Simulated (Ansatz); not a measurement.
GeH₄ → `[GeH3]`• + H•  (homolysis of the Ge–H bond)

Isolated molecules relaxed with PBE0-D4/def2-TZVP in Ansatz; ΔE leaves out vibrations. CBS: MP2 limit from def2 TZ/QZ plus the TZ coupled-cluster correction, frozen cores. This one scheme is used for every species, atoms too. DFT in def2-TZVPP. No spin–orbit coupling; open shells (•) take unrestricted orbitals. For Ge outer-core shells are correlated without core-valence functions, so the limit isn't a true one: a few kJ/mol of doubt a bond, and 10 to 20 or more in all where bonds break to atoms. Scalar relativity is left out up to krypton.

```tsv
level	ΔE (kJ/mol)
BLYP-D4	366.5
PBE	360.0
r2SCANh	363.7
CCSD/def2-TZVPP	373.7
```

What does CCSD(T)/CBS give? (Estimate.)

Ansatz gave: +382.9 kJ/mol. The listed levels differ from it by -16.4, -22.9, -19.2, -9.2 kJ/mol.

Largest T1 diagnostic among the species: 0.012.

At CCSD(T), def2-SVP lies −20.5 kJ/mol from the extrapolated value and def2-TZVPP −7.7 kJ/mol: correlation converges slowly with the basis, and small sets miss more of it in the bonded molecule than in its fragments. Leaving LDA and LC-ωPBE aside and taking each functional with its dispersion term where it has one, the values, not all of them listed here, spread over 25.6 kJ/mol, from revPBE-D4 to B97M-V. LDA lies +42.7 kJ/mol from PBE without D4, its usual overbinding.
